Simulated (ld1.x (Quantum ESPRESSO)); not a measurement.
# Reading a pseudo-wave (As (Z = 33))

Columns: radius, all-electron u(r) and pseudo u(r) of the 3d shell (level -40.89 eV) of arsenic in the configuration [Ar] 3d10 4s2 4p3; LDA (PZ), scalar-relativistic, TM semilocal scheme, ld1.x (Quantum ESPRESSO) 7.5.

```
r (bohr)  all-electron  pseudo
   0.093        0.1637  0.0523
   0.185        0.5725  0.3351
   0.278        0.9334  0.7998
   0.370        1.1354  1.1686
   0.463        1.2008  1.2912
   0.555        1.1749  1.2309
   0.648        1.0982  1.1132
   0.740        0.9991  1.0002
   0.833        0.8918  0.8918
   0.925        0.7874  0.7874
   1.018        0.6883  0.6883
   1.110        0.5989  0.5989
   1.203        0.5179  0.5179
   1.295        0.4470  0.4470
   1.388        0.3842  0.3842
   1.480        0.3301  0.3301
   1.573        0.2827  0.2827
   1.665        0.2422  0.2422
   1.758        0.2069  0.2069
   1.850        0.1769  0.1769
   1.943        0.1509  0.1509
   2.035        0.1289  0.1289
   2.128        0.1098  0.1098
   2.220        0.0937  0.0937
   2.313        0.0797  0.0797
   2.405        0.0680  0.0680
```

**Question.** How many radial nodes do the two functions have?

**Answer.** The all-electron 3d function has n − l − 1 = 0; the pseudo-wave has 0.

**Question.** At about which radius was the pseudo-wave matched?

**Answer.** 0.85 bohr, where the columns begin to agree (steps of 0.09 bohr).

**Question.** Is the pseudo-wave norm-conserving?

**Answer.** Yes: the TM semilocal scheme keeps the norm inside the radius equal to the all-electron one, which fixes the energy derivative of the logarithmic derivative at the level.
